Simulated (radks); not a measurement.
All-electron atom: Se3+ in [Ar] 3d10 4s2 4p1.

All-electron calculation, Dirac Kohn-Sham, PBE, spin-unpolarised, spherical densities, finite nucleus; open shells fill j = l - 1/2 first; Fermi nuclear charge, rms radius 4.14 fm. Program: a radial shooting solver on a logarithmic mesh with Libxc functionals.

Energy parts (eV):
total: -66064.527
kinetic: 67651.314
electron-nucleus: -158402.091
Hartree: 27050.798
exchange-correlation: -2364.548

Orbitals (lengths in bohr, moments of r in powers of bohr; r(90%) holds 90 % of the orbital's charge):
orbital  occ.  eigenvalue (eV)  r(90%)       <r^4>
1s1/2       2        -12537.94  0.0788  0.00001763
2s1/2       2        -1643.088   0.303    0.003543
2p1/2       2        -1477.835   0.276    0.002454
2p3/2       4        -1436.065   0.281    0.002642
3s1/2       2        -249.7617   0.855      0.2291
3p1/2       2        -193.2194   0.891      0.2692
3p3/2       4        -187.3382   0.906      0.2887
3d3/2       4         -89.8556    1.03      0.5181
3d5/2       6         -88.9550    1.04      0.5319
4s1/2       2         -49.2531    2.40       14.05
4p1/2       1         -36.7567    2.76       24.45
4p3/2       0         -36.1655    2.80       25.77
4d3/2       0         -19.5162    4.00       106.5
4d5/2       0         -19.4606    4.01       107.7
5s1/2       0         -18.3415    5.18       313.1

The highest occupied level is 4p1/2 at -36.757 eV. The electron density at the nucleus is 3.977e+04 e/bohr^3. For comparison, the ionisation energy in NIST's Atomic Spectra Database is 42.947 eV (measured). In exact Kohn-Sham theory the highest level is minus the ionisation energy, but local and semilocal functionals leave it too shallow, through self-interaction and a potential that decays too fast; potentials with the right tail come closer. The density falls to 0.001 e/bohr^3 at r = 3.27 bohr.

Beside tabulated values, note that spin-unpolarised runs miss the spin-polarisation part of the exchange energy of open shells.
